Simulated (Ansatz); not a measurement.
Reaction (SMILES): N=C=O → [N]=C=O + H atom
B3LYP-D3(BJ)/def2-TZVP geometries, fixed; electronic energies without zero-point terms.

Core correlation in the bond dissociation energy at MP2 with Ansatz (an electronic-structure program), in kcal/mol: frozen core against all electrons. Core-valence sets carry the plain set on hydrogen. Open shells are unrestricted.

| basis | functions, most | frozen core |
|---|---|---|
| cc-pVDZ | 47 | 115.75 |
| cc-pCVDZ | 59 | 115.82 |
| cc-pVTZ | 104 | 123.05 |
| cc-pwCVTZ | 143 | 123.04 |
| cc-pCVTZ | 143 | 123.01 |
| cc-pVQZ | 195 | 125.34 |
| cc-pwCVQZ | 282 | 125.31 |
| cc-pCVQZ | 282 | 125.29 |

Problem. How large is the core term in each set?

Solution. The largest core-valence set, cc-pCVQZ, gives a core term of 0.38 kcal/mol; the valence set cc-pVQZ, which lacks functions for the core, gives 0.83. By row: cc-pVDZ 0.29, cc-pCVDZ 0.25, cc-pVTZ 1.17, cc-pwCVTZ 0.37, cc-pCVTZ 0.38, cc-pVQZ 0.83, cc-pwCVQZ 0.39, cc-pCVQZ 0.38.
